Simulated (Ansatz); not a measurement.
This triplet is an excited state, 0.72 eV above the relaxed singlet at the level frozen-core CCSD(T)/cc-pVTZ // PBE0-D3(BJ)/def2-TZVP (Ansatz, a quantum-chemistry and plane-wave program).

Level of theory: Ansatz with PBE0-D3(BJ)/def2-TZVP. No frequencies were computed at this level.

Ansatz 0.2 input:
```yaml
crystal:
  periodic: [false, false, false]
  atoms:
    - { symbol: B, position_ang: [-1.587019, -0.174126, 0.08536] }
    - { symbol: Si, position_ang: [0.161006, -0.53546, 0.675522] }
    - { symbol: N, position_ang: [1.591233, 0.146331, -0.010328] }
    - { symbol: H, position_ang: [-1.763497, 0.551126, -0.825784] }
    - { symbol: H, position_ang: [-2.509261, -0.668416, 0.618736] }
    - { symbol: H, position_ang: [2.530144, -0.087113, 0.262836] }
    - { symbol: H, position_ang: [1.577394, 0.767656, -0.806342] }
basis:
  gaussian: { orbitals: def2-tzvp }
hamiltonian:
  xc: pbe0
  dispersion: d3bj
relax:
  max_steps: 150
magnetization:
  spin_polarized: true
  initial_magnetization: 2
```

Output:

```
Functional definition: PBE0
768 factors; their error is unknown
mean field evaluation 1: about -10093.5852 eV, gradient 4.3e1 eV
mean field evaluation 2: about -10084.4447 eV, gradient 6.0e1 eV
mean field evaluation 4: about -10101.7609 eV, gradient 3.9e0 eV
mean field evaluation 8: about -10101.8679 eV, gradient 7.2e-2 eV
mean field evaluation 16: about -10101.9016 eV, gradient 6.9e-5 eV
mean field -10101.90155359 eV, -371.2380347798 hartree, gradient 6.9e-5 eV, S^2 2.004301; 0 other end points of the search recorded, 0 dependent functions left out
reference -10101.90158576 eV, -371.2380359620 hartree; 16, 14 occupied and 107, 109 virtual orbitals, 768 factors
relax step   1: F+E_penalty+E_count = -10102.00479834 eV  Δ(F+E_penalty+E_count) = +0.000e0 eV  max|allowed force component| = 1.232e0 eV/Å  Δτ_max = 0.0000 Å  (29 SCF iters, accepted)
these checks for a lower state are left out or cut short: starts, cluster_reference, orbital_swaps, neighbouring_geometries, increment
768 factors; their error is unknown
mean field -10101.93640267 eV, -371.2393154596 hartree, gradient 1.7e-5 eV, S^2 2.004445; 0 other end points of the search recorded, 0 dependent functions left out
reference -10101.93643496 eV, -371.2393166465 hartree; 16, 14 occupied and 107, 109 virtual orbitals, 768 factors
relax step   2: F+E_penalty+E_count = -10102.03993175 eV  Δ(F+E_penalty+E_count) = -3.513e-2 eV  max|allowed force component| = 6.382e-1 eV/Å  Δτ_max = 0.0453 Å  (35 SCF iters, accepted)
these checks for a lower state are left out or cut short: starts, cluster_reference, orbital_swaps, neighbouring_geometries, increment
768 factors; their error is unknown
mean field -10101.94613772 eV, -371.2396732162 hartree, gradient 1.6e-5 eV, S^2 2.004602; 0 other end points of the search recorded, 0 dependent functions left out
reference -10101.94617015 eV, -371.2396744081 hartree; 16, 14 occupied and 107, 109 virtual orbitals, 768 factors
relax step   3: F+E_penalty+E_count = -10102.04989741 eV  Δ(F+E_penalty+E_count) = -9.966e-3 eV  max|allowed force component| = 3.558e-2 eV/Å  Δτ_max = 0.0449 Å  (36 SCF iters, accepted)
these checks for a lower state are left out or cut short: starts, cluster_reference, orbital_swaps, neighbouring_geometries, increment
768 factors; their error is unknown
mean field evaluation 32: about -10101.9035 eV, gradient 1.3e0 eV
mean field -10101.94586399 eV, -371.2396631569 hartree, gradient 2.4e-5 eV, S^2 2.004642; 0 other end points of the search recorded, 0 dependent functions left out
reference -10101.94589643 eV, -371.2396643490 hartree; 16, 14 occupied and 107, 109 virtual orbitals, 768 factors
relax step   4: F+E_penalty+E_count = -10102.04977777 eV  Δ(F+E_penalty+E_count) = +1.196e-4 eV  max|allowed force component| = 1.396e-1 eV/Å  Δτ_max = 0.0378 Å  (35 SCF iters, rejected (line search))
these checks for a lower state are left out or cut short: starts, cluster_reference, orbital_swaps, neighbouring_geometries, increment
768 factors; their error is unknown
mean field -10101.94666177 eV, -371.2396924746 hartree, gradient 1.6e-5 eV, S^2 2.004628; 0 other end points of the search recorded, 0 dependent functions left out
reference -10101.94669420 eV, -371.2396936666 hartree; 16, 14 occupied and 107, 109 virtual orbitals, 768 factors
relax step   5: F+E_penalty+E_count = -10102.05054219 eV  Δ(F+E_penalty+E_count) = -6.448e-4 eV  max|allowed force component| = 1.342e-2 eV/Å  Δτ_max = 0.0189 Å  (36 SCF iters, accepted)
these checks for a lower state are left out or cut short: starts, cluster_reference, orbital_swaps, neighbouring_geometries, increment
768 factors; their error is unknown
mean field -10101.94673321 eV, -371.2396951001 hartree, gradient 1.6e-5 eV, S^2 2.004652; 0 other end points of the search recorded, 0 dependent functions left out
reference -10101.94676565 eV, -371.2396962920 hartree; 16, 14 occupied and 107, 109 virtual orbitals, 768 factors
relax step   6: F+E_penalty+E_count = -10102.05074241 eV  Δ(F+E_penalty+E_count) = -2.002e-4 eV  max|allowed force component| = 2.456e-3 eV/Å  Δτ_max = 0.0185 Å  (35 SCF iters, accepted)
768 factors; their error is unknown
mean field evaluation 64: about -10101.9467 eV, gradient 3.4e-2 eV
mean field -10101.94673321 eV, -371.2396951001 hartree, gradient 3.0e-5 eV, S^2 2.004652; 1 other end points of the search recorded, 0 dependent functions left out
reference -10101.94676565 eV, -371.2396962920 hartree; 16, 14 occupied and 107, 109 virtual orbitals, 768 factors
Total energy: -10102.05077484 eV, -371.2435185596 hartree
Atom 0 at    -1.584336    -0.177118     0.091961 Å, force     0.002456    -0.000379     0.000602 eV/Å
Atom 1 at     0.193366    -0.565759     0.707036 Å, force    -0.000722    -0.000627    -0.000993 eV/Å
Atom 2 at     1.561278     0.125599    -0.030065 Å, force    -0.000336     0.001086    -0.000988 eV/Å
Atom 3 at    -1.648097     0.580427    -0.836409 Å, force     0.001537    -0.000209    -0.000638 eV/Å
Atom 4 at    -2.530663    -0.671930     0.618956 Å, force     0.000985     0.000874     0.000457 eV/Å
Atom 5 at     2.507806    -0.051286     0.260629 Å, force    -0.002265    -0.000167     0.000255 eV/Å
Atom 6 at     1.500647     0.760065    -0.812109 Å, force    -0.001654    -0.000579     0.001304 eV/Å
Dipole moment:     0.650075     0.088331    -0.057055 e Å
```

Cost: around 21 core-seconds (rough).
